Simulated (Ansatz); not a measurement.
System: prop-2-enylsilane, C$_{3}$H$_{8}$Si (charge 0, singlet). 
Structure (B3LYP-D3(BJ)/def2-TZVP (Ansatz, a quantum-chemistry and plane-wave program) minimum search):
```xyz
12

C     -2.1517     0.1281     0.6809
C     -1.0138    -0.5534     0.6094
C     -0.1038    -0.6009    -0.5756
Si     1.4535     0.4382    -0.3041
H     -2.7469     0.1415     1.5844
H     -2.5278     0.6958    -0.1630
H     -0.6780    -1.1031     1.4849
H      0.2133    -1.6284    -0.7800
H     -0.6106    -0.2323    -1.4713
H      1.0901     1.8687    -0.1801
H      2.1380     0.0087     0.9393
H      2.3892     0.2719    -1.4439
```
Charge 0, spin multiplicity 1.

Atomisation energy built up term by term with Ansatz (kcal/mol; UHF references for open shells; valence terms freeze the core; atomic spin-orbit terms are left out). CBS marks a two-point X^-3 extrapolation of the correlation energy; Hartree-Fock from the larger set.

| term | basis | kcal/mol |
|---|---|---|
| Hartree-Fock | aug-cc-pV(Q+d)Z | 816.07 |
| CCSD correlation | CBS(aug-cc-pV(T+d)Z,aug-cc-pV(Q+d)Z) | 238.77 |
| (T) | CBS(aug-cc-pV(T+d)Z,aug-cc-pV(Q+d)Z) | 13.57 |
| core correlation | cc-pwCVTZ | 3.31 |
| scalar relativity (X2C) | cc-pVTZ-DK against cc-pVTZ | -1.18 |
| sum: De |  | 1070.5 |

(T) makes 1.3 % of the CCSD(T) atomisation energy; under 5 % is typical of single-reference molecules.
